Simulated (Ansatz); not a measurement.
Two isomers of C2H8S2Si: A = `C[Si](C)(S)S`, B = `CSC([SiH3])S`.

Program: Ansatz. Geometries: PBE0-D4/def2-TZVP. ΔE: electronic, gas phase. CBS: MP2 limit from def2 TZ/QZ plus the TZ coupled-cluster correction, frozen cores. DFT in def2-TZVPP. Each species was taken in one conformer, which may not be the lowest.

(1) Which isomer does CCSD(T)/CBS put lower? Give the gap. (Estimate.)

(2) Give E(B) − E(A) in kJ/mol with MP2/def2-TZVPP, PBE0-D4, HF/def2-TZVPP, CCSD/def2-TZVPP, ωB97M-V, r2SCAN-D4, B2PLYP. (Estimate.)

Largest T1 diagnostic: 0.011.

Answers

(1) Ansatz gave: A, by 289.4 kJ/mol.

(2) Ansatz gave: MP2/def2-TZVPP 294.5, PBE0-D4 293.2, HF/def2-TZVPP 295.3, CCSD/def2-TZVPP 291.6, ωB97M-V 293.4, r2SCAN-D4 299.9, B2PLYP 289.5. None reverses the order clearly.

From PBE to PBE0 (25 % exact exchange), in def2-TZVPP and without D4, E(B) − E(A) moves by +8.8 kJ/mol.
